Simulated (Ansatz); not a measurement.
PBE exchange is replaced step by step with exact exchange (0 % is PBE, 25 % PBE0; no dispersion term), basis def2-SVP, Ansatz. System: [(OH)3Hf]2S (Hf₂SO₆H₆). The state is a singlet with charge 0. Geometry: r2SCAN-D4/def2-SVP.

Geometry of the singlet:

```tsv
atom	x (Å)	y (Å)	z (Å)
Hf1	-0.292	0.472	-1.946
O2	-1.470	1.907	-2.470
O3	0.272	-0.631	-3.428
O4	-1.026	-0.583	-0.394
S5	1.519	1.189	-0.564
Hf6	0.506	-0.233	1.324
O7	1.545	0.564	2.742
O8	1.076	-2.088	1.295
O9	-1.313	-0.005	2.118
H10	-1.889	2.729	-2.728
H11	0.718	-1.176	-4.076
H12	-1.853	-0.642	0.113
H13	2.109	1.120	3.279
H14	1.588	-2.797	1.688
H15	-1.489	0.174	3.048
```

In the def2 sets Hf takes a core potential; there is no spin–orbit coupling.

```json
{"exact exchange (%)": "0", "HOMO (eV)": "-5.60", "LUMO (eV)": "-1.50", "gap (eV)": "4.10"}
{"exact exchange (%)": "10", "HOMO (eV)": "-6.09", "LUMO (eV)": "-1.21", "gap (eV)": "4.88"}
{"exact exchange (%)": "15", "HOMO (eV)": "-6.34", "LUMO (eV)": "-1.06", "gap (eV)": "5.28"}
{"exact exchange (%)": "40", "HOMO (eV)": "-7.57", "LUMO (eV)": "-0.31", "gap (eV)": "7.26"}
```

Fit a straight line to the column «gap (eV)» against the share of exact exchange and predict its value at 25 %.

With x = exact exchange (%) and y = gap (eV): mean x = 16.25, mean y = 5.38; Σ(x − x̄)(y − ȳ) = 68.7, Σ(x − x̄)² = 868.8; slope b = 0.07907, intercept a = ȳ − b·x̄ = 4.095. The residuals of the fitted rows reach 0.01. At x = 25 the line gives 4.095 + (0.07907 × 25) = 6.07; the run gave 6.07, the same within rounding.
